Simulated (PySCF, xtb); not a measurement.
CI₂, SMILES I[C]I (connectivity only; charge and spin as stated), neutral, multiplicity 1.

Geometry optimised at B3LYP-D3(BJ)/def2-TZVP. The def2 effective core potentials stand for the cores of I; spin–orbit coupling is left out.

Computed with C-PCM-PBE0/def2-SVP (PySCF 2.14.0).

The values are the electrostatic part of the solvation free energy, E(continuum) − E(gas) at the gas-phase geometry, in a cavity of scaled van der Waals radii (PySCF's table); cavitation and dispersion terms are not included. In vacuum the orbital gap is 3.15 eV. The dipole moment in vacuum is 1.62 D.

Computed values in water (ε = 78.36), n-hexane (ε = 1.88), chloroform (ε = 4.71):
| solvent | ε | ΔG(elec) (kcal/mol) | dipole (D) | gap (eV) |
|---|---|---|---|---|
| water | 78.36 | -2.5 | 2.25 | 3.21 |
| n-hexane | 1.88 | -1.1 | 1.86 | 3.18 |
| chloroform | 4.71 | -1.9 | 2.08 | 3.20 |

For comparison, GFN2-xTB/ALPB(water) (xtb, at the GFN2-xTB geometry, all terms of that model) gives -2.3 kcal/mol.
